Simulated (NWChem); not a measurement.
**Correlation energy of formamidinium (CH5N2 (+1))**

SMILES: NC=[NH2+]
```xyz
8

N     -1.1642     0.0000    -0.1738
C      0.0000     0.0000     0.4216
N      1.1642     0.0000    -0.1738
H     -1.2725     0.0000    -1.1855
H     -2.0167     0.0000     0.3788
H      0.0000     0.0000     1.5175
H      1.2725     0.0000    -1.1855
H      2.0167     0.0000     0.3788
```
Charge +1, spin multiplicity 1.

The numbers come from NWChem runs, not from measurements. Structure: optimised with PBE0/def2-SVP, a minimum by its harmonic frequencies. It is one conformer; others weren't searched.

Basis set: cc-pVDZ. Each correlation energy counts from its own Hartree-Fock reference.

The correlated methods keep 3 core orbitals frozen. Coupled-cluster values serve here as a point of comparison, not as the truth.

Task: One of these methods gave a correlation energy of -502.4 mHa. Which?
(A) CR-CCSD[T]
(B) CCSD+T(CCSD)
(C) RI-MP2
(D) CCSD

Result: A, CR-CCSD[T]. The others give -505.8 (CCSD+T(CCSD)), -460.5 (RI-MP2), -490.4 (CCSD).
